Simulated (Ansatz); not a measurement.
`[NH2+]1[InH2-][NH2+][InH2-]1`. Charge 0, multiplicity 1. In: def2 effective core potential. The geometry is a stationary point of PBE0-D4/def2-TZVP.

```xyz
12

N    -1.138   -0.310    0.885
In   -0.538    1.560   -0.146
N     1.139    0.310   -0.884
In    0.538   -1.560    0.146
H    -2.050   -0.651    0.604
H    -1.164   -0.225    1.894
H     0.079    2.653    1.032
H    -1.626    1.831   -1.451
H     2.051    0.651   -0.604
H     1.164    0.225   -1.894
H    -0.079   -2.652   -1.032
H     1.627   -1.833    1.450
```

Problem. What is the dipole moment at ωB97M-V/def2-TZVPP? (Best estimate.)

Solution. Ansatz gave: 0.00 D, zero by symmetry or nearly so.

Problem. Give the Mulliken charges with ωB97M-V, r2SCAN, B3LYP in def2-TZVPP. (Estimate.)

Solution. Ansatz gave: 
```tsv
atom	ωB97M-V	r2SCAN	B3LYP
N1	-0.58	-0.60	-0.56
In2	0.52	0.58	0.60
N3	-0.58	-0.60	-0.56
In4	0.52	0.58	0.60
H5	0.15	0.17	0.15
H6	0.15	0.17	0.15
H7	-0.12	-0.16	-0.17
H8	-0.12	-0.16	-0.17
H9	0.15	0.17	0.15
H10	0.15	0.17	0.15
H11	-0.12	-0.16	-0.17
H12	-0.12	-0.16	-0.17
```

B3LYP here is the variant with VWN-RPA as its local correlation; programs differ in this.
